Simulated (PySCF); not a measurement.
Partial charges of 4-chlorobenzoic acid

4-chlorobenzoic acid, C7H5ClO2.
Structure used (PBE0-D3(BJ)/def2-SVP), in Å, numbered top down from 1:
```
atom  x, y, z in Å
O1     2.8707    0.5129   -0.6745
C2     2.1217   -0.1525   -0.0045
O3     2.5559   -1.0920    0.8471
C4     0.6431   -0.0292   -0.0275
C5    -0.1871   -0.8352    0.7585
C6    -1.5678   -0.6809    0.7074
C7    -2.1139    0.2874   -0.1364
Cl8   -3.8296    0.4851   -0.2042
C9    -1.2984    1.0992   -0.9273
C10    0.0792    0.9353   -0.8689
H11    3.5229   -1.0895    0.7846
H12    0.2566   -1.5875    1.4121
H13   -2.2269   -1.3029    1.3145
H14   -1.7500    1.8494   -1.5778
H15    0.7464    1.5531   -1.4733
```

Density: PBE0/pcSseg-1 (PySCF); schemes: Mulliken, IAO, Hirshfeld and ESP-fitted. The structure is a single PBE0-D3(BJ)/def2-SVP conformer in the gas phase; no vibrational or solvent corrections.

**Question.** Which atoms carry the lowest charge in the Mulliken, IAO, Hirshfeld and ESP-fitted schemes?

**Answer.** The schemes don't all agree: Mulliken O1 (-0.409); IAO O3 (-0.481); Hirshfeld O1 (-0.267); ESP-fitted O3 (-0.588).

**Question.** Do the Mulliken, IAO, Hirshfeld and ESP-fitted schemes agree on where the charge is highest?

**Answer.** All schemes agree: Mulliken C2 (+0.604); IAO C2 (+0.524); Hirshfeld C2 (+0.205); ESP-fitted C2 (+0.617).

**Question.** What partial charge does each atom carry?

**Answer.** In e:

```json
{"atom": "O1", "environment": "acid carbonyl oxygen", "Mulliken": "-0.409", "IAO": "-0.471", "Hirshfeld": "-0.267", "ESP-fitted": "-0.530"}
{"atom": "C2", "environment": "carboxylic acid carbon", "Mulliken": "+0.604", "IAO": "+0.524", "Hirshfeld": "+0.205", "ESP-fitted": "+0.617"}
{"atom": "O3", "environment": "acid hydroxyl oxygen", "Mulliken": "-0.366", "IAO": "-0.481", "Hirshfeld": "-0.162", "ESP-fitted": "-0.588"}
{"atom": "C4", "environment": "substituted aromatic carbon", "Mulliken": "-0.400", "IAO": "-0.072", "Hirshfeld": "-0.024", "ESP-fitted": "+0.120"}
{"atom": "C5", "environment": "aromatic CH carbon", "Mulliken": "+0.040", "IAO": "-0.123", "Hirshfeld": "-0.034", "ESP-fitted": "-0.297"}
{"atom": "C6", "environment": "aromatic CH carbon", "Mulliken": "+0.056", "IAO": "-0.160", "Hirshfeld": "-0.054", "ESP-fitted": "+0.030"}
{"atom": "C7", "environment": "aromatic C–Cl carbon", "Mulliken": "-0.223", "IAO": "+0.005", "Hirshfeld": "+0.027", "ESP-fitted": "-0.114"}
{"atom": "Cl8", "environment": "aryl chlorine", "Mulliken": "-0.068", "IAO": "-0.018", "Hirshfeld": "-0.020", "ESP-fitted": "-0.053"}
{"atom": "C9", "environment": "aromatic CH carbon", "Mulliken": "+0.059", "IAO": "-0.159", "Hirshfeld": "-0.053", "ESP-fitted": "+0.014"}
{"atom": "C10", "environment": "aromatic CH carbon", "Mulliken": "+0.034", "IAO": "-0.114", "Hirshfeld": "-0.028", "ESP-fitted": "-0.278"}
{"atom": "H11", "environment": "acid proton", "Mulliken": "+0.243", "IAO": "+0.377", "Hirshfeld": "+0.187", "ESP-fitted": "+0.443"}
{"atom": "H12", "environment": "aromatic hydrogen", "Mulliken": "+0.102", "IAO": "+0.174", "Hirshfeld": "+0.054", "ESP-fitted": "+0.196"}
{"atom": "H13", "environment": "aromatic hydrogen", "Mulliken": "+0.109", "IAO": "+0.169", "Hirshfeld": "+0.056", "ESP-fitted": "+0.122"}
{"atom": "H14", "environment": "aromatic hydrogen", "Mulliken": "+0.110", "IAO": "+0.170", "Hirshfeld": "+0.057", "ESP-fitted": "+0.129"}
{"atom": "H15", "environment": "aromatic hydrogen", "Mulliken": "+0.106", "IAO": "+0.179", "Hirshfeld": "+0.058", "ESP-fitted": "+0.188"}
```

Mean size of the charges over all atoms: ESP-fitted 0.248 e, IAO 0.213 e, Mulliken 0.195 e, Hirshfeld 0.086 e. Each set sums to the total charge, 0, to within 0.001 e. The ESP scheme is a least-squares fit of atom-centred charges to the potential on four shells outside the van der Waals surface, with the total charge fixed. The Hirshfeld scheme divides the density at each point in proportion to the densities of the neutral, spherically averaged free atoms.

**Question.** How many electrons does the ESP-fitted scheme count on C9?

**Answer.** Z − q = 6 − (+0.014) = 5.986.

**Question.** Sum the charges by element, for elements with more than one atom.

**Answer.** 
```csv
element,atoms,Mulliken,IAO,Hirshfeld,ESP-fitted
O,2,-0.775,-0.952,-0.429,-1.118
C,7,+0.171,-0.099,+0.038,+0.093
H,5,+0.671,+1.069,+0.412,+1.078
```

**Question.** How closely do the schemes follow one another over all atoms?

**Answer.** Correlation coefficient and root-mean-square difference: IAO with Hirshfeld 0.97, 0.158 e; IAO with ESP-fitted 0.93, 0.117 e; Hirshfeld with ESP-fitted 0.91, 0.219 e; Mulliken with IAO 0.82, 0.156 e; Mulliken with Hirshfeld 0.81, 0.178 e; Mulliken with ESP-fitted 0.77, 0.202 e.

The run behind these numbers computed NMR shieldings as well. Hardware: one thread, x86-64 server, shared host. Cost: 41 s wall.
